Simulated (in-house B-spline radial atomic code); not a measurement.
Rb. Computed with a B-spline radial atomic code. Model: non-relativistic spherical atom: semilocal Troullier-Martins pseudo-atom, one channel per l, against all electrons, high spin, G0W0 and RPA with empty states to l = 8, local potential for every l without a channel, a model core (radius 0 = none) keeps its share of the functional.

Without relativity these are model numbers for so heavy an element.

What the tables leave out is listed at the end.

The pseudopotential gives back the lowest level of each angular momentum of its own functional in the configuration it was made in; a second state of the same l is only approximately right. Exact exchange, RPA and GW see the smooth pseudo-orbitals and miss the exchange with the core, for which the functional's share stands in. The column with an uncorrelated core keeps all orbitals and exact exchange, and so separates missing core correlation from pseudisation. Only the three outermost levels and the lowest empty one were computed. RPA here is direct RPA, with no exchange kernel, and its energies carry an (l + 1/2)⁻⁴ tail. A hybrid on a potential with a model core restores only its own semilocal share of the core's exchange.

Command:
```bash
python run_psgw.py task.json out
```
Settings (lengths in bohr, energies in hartree):
```
Z                      37
electrons              37
configuration          [Kr] 5s1
generated_in           [Kr] 5s1
functional             pbe,pbe
core_shells            5
radius_factor          1.3
core_correction        True
ion_configuration      [Ar] 3d10 4s2 4p6
```

Run time, properties included: 50 s on 1 thread of Intel(R) Xeon(R) Platinum 8488C (Sapphire Rapids), on a shared host.

Given: made with PBE; model core radius 0.245 bohr; local radius 1.578 bohr; mean-field start PBE0.

Valence shells of the generating configuration: 3d, 4s, 4p, 5s.

Channel: s 1.674, p 1.886, d 1.524 (radii in bohr).

Computed: largest level miss in the spin-unpolarised generating configuration 0.031 eV; valence RPA correlation energy all-electron orbitals -1.1043 hartree; pseudo-atom RPA polarisability 153.85 bohr³; ionisation by mean-field all-electron 4.1387 eV; ionisation by mean-field pseudo minus all 0.038 eV; ionisation by RPA all-electron 4.4213 eV; ionisation by RPA pseudo minus all 0.032 eV.

```
          level  occupied  mean-field all-electron (eV)  mean-field pseudo minus all (eV)  G0W0 all-electron (eV)  G0W0 uncorrelated core minus all (eV)  G0W0 pseudo minus all (eV)  exchange self-energy all-electron (eV)  exchange self-energy pseudo (eV)
          5s up         1                       -2.8266                            -0.028                 -4.3496                                 -0.002                      -0.052                                 -5.4365                           -5.4239
5s down (empty)         0                       -1.0449                             -0.02                -0.40181                                 -0.002                      -0.027                                -0.85353                          -0.81184
```

(1) What is the all-electron RPA polarisability, core included?

(2) What is the valence RPA correlation energy pseudo?

Results:

(1) 156.33 bohr³.

(2) -1.1938 hartree.

Among the listed levels the largest G0W0 shift of the pseudo-atom is -0.05 eV, for 5s up on the PBE0 start, while leaving the core uncorrelated moves that level by 0.00 eV. The rest, -0.05 eV, comes from pseudisation and the lost core exchange. Not in the tables (levels of low weight, unsolved or above zero; the highest and the empty levels are kept at any weight): on PBE, a start not tabulated, the G0W0 levels 5s up (pseudo minus all -0.07 eV, weights 0.59 and 0.60), 4p down (pseudo minus all -0.95 eV, weights 0.08 and 0.07), 4p up (pseudo minus all -0.09 eV, weights 0.08 and 0.12), 5s down (pseudo minus all -0.04 eV, weights 0.72 and 0.71); on PBE0 the G0W0 levels 4p down (pseudo minus all -0.64 eV, weights 0.10 and 0.04), 4p up (pseudo minus all -0.64 eV, weights 0.10 and 0.04); no Hartree-Fock pseudo-atom is run with a model core.
